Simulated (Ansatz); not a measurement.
System: ZrH₂, charge 0, multiplicity 1. This is an excited singlet: at this geometry the triplet lies 0.18 eV lower at CCSD(T)/CBS(def2-TZVPPD,def2-QZVPPD). 
Structure (B3LYP-D3(BJ)/def2-TZVP (Ansatz, a quantum-chemistry and plane-wave program) minimum search):
```xyz
3

Zr     0.0018     0.0025    -0.0440
H      1.5340    -0.0629     0.9423
H     -1.6052    -0.0361     0.8168
```
Charge 0, spin multiplicity 1.

Basis-set convergence of Hartree-Fock and CCSD correlation energies (hartree) with Ansatz. Correlated levels leave the core frozen unless marked. Spin-orbit coupling is left out. The frozen core is the preceding noble-gas configuration, with the filled d and f shells of earlier blocks. Past Kr the def2 sets carry scalar-relativistic core potentials.

The Hartree-Fock reference is unstable (checked in the largest basis), which strains HF and MP2. The T1 diagnostic of CCSD in the largest basis is 0.027, which is high, so the coupled-cluster rows are less sure than usual.

| basis | functions | E(HF) | E(corr, CCSD) |
|---|---|---|---|
| def2-SVPD | 50 | -47.54942 | -0.11967 |
| def2-TZVPPD | 90 | -47.56387 | -0.13146 |
| def2-QZVPPD | 147 | -47.56679 | -0.13471 |

Extrapolating the two largest sets (X = 3 and 4) as X^-3: E(corr) = (64·(-0.13471) - 27·(-0.13146))/37 = -0.1371 Eh, an estimate of the basis-set limit. The largest set recovers 98.3 % of it, the smallest 87.3 %.
